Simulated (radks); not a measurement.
All-electron atom: W in [Kr] 4d10 4f14 5s2 5p5 5d4 6s2 6d1 (not the ground configuration). Calculated with a radial shooting solver on a logarithmic mesh with Libxc functionals: scalar-relativistic Kohn-Sham, LDA (Slater exchange, Perdew-Wang correlation), spin-polarised, spherical densities, finite nucleus; open shells are filled with parallel spins first (spin-orbit coupling, left out, can overturn this in heavy ions); Fermi nuclear charge, rms radius 5.3658 fm.

Local quantities along the radius. ELF = 1/(1 + alpha^2) is the electron localisation function; alpha = (tau - tau_W)/tau_unif compares the Pauli kinetic energy density with that of the uniform gas (summed over spins). tau is taken from the large components.

| r (bohr) | ELF | alpha |
|---|---|---|
| 0.001903 | 0.999 | 0.02813 |
| 0.002706 | 0.999 | 0.03398 |
| 0.003817 | 0.998 | 0.04444 |
| 0.005385 | 0.996 | 0.06480 |
| 0.007595 | 0.988 | 0.1090 |
| 0.01071 | 0.955 | 0.2183 |
| 0.01511 | 0.790 | 0.5154 |
| 0.02132 | 0.429 | 1.153 |
| 0.03031 | 0.359 | 1.335 |
| 0.04276 | 0.637 | 0.7554 |
| 0.06031 | 0.731 | 0.6070 |
| 0.08508 | 0.439 | 1.131 |
| 0.12 | 0.434 | 1.141 |
| 0.1693 | 0.722 | 0.6210 |
| 0.2388 | 0.410 | 1.200 |
| 0.3395 | 0.437 | 1.135 |
| 0.4789 | 0.711 | 0.6379 |
| 0.6756 | 0.446 | 1.116 |
| 0.9529 | 0.401 | 1.223 |
| 1.344 | 0.551 | 0.9019 |
| 1.896 | 0.366 | 1.317 |
| 2.675 | 0.410 | 1.199 |
| 3.803 | 0.269 | 1.648 |
| 5.364 | 0.018 | 7.447 |
| 7.567 | 0.058 | 4.042 |
| 10.67 | 0.072 | 3.578 |
| 15.06 | 0.025 | 6.299 |
| 21.24 | 0.001 | 27.25 |

On this mesh the ELF has minima near r = 0.025, 0.10, 0.28, 0.80, 2.3, 5.4 bohr, which separate the shells, and maxima near 0.060 (0.73), 0.17 (0.72), 0.48 (0.71), 1.3 (0.55), 3.2 (0.44).

Self-consistent cycle (total energy in hartree, residual of the potential): 1: -16124.15305, 7e+00; 2: -16128.43068, 3e+00; 3: -16129.00691, 7e-01; 4: -16128.96308, 3e-01; 5: -16128.96657, 9e-02; 6: -16128.96974, 6e-02; 7: -16128.97014, 2e-02; 8: -16128.97020, 1e-03; 9: -16128.97020, 2e-04; 10: -16128.97020, 5e-05; 11: -16128.97020, 1e-05; 12: -16128.97020, 7e-07; 13: -16128.97020, 3e-08; 14: -16128.97020, 1e-08.
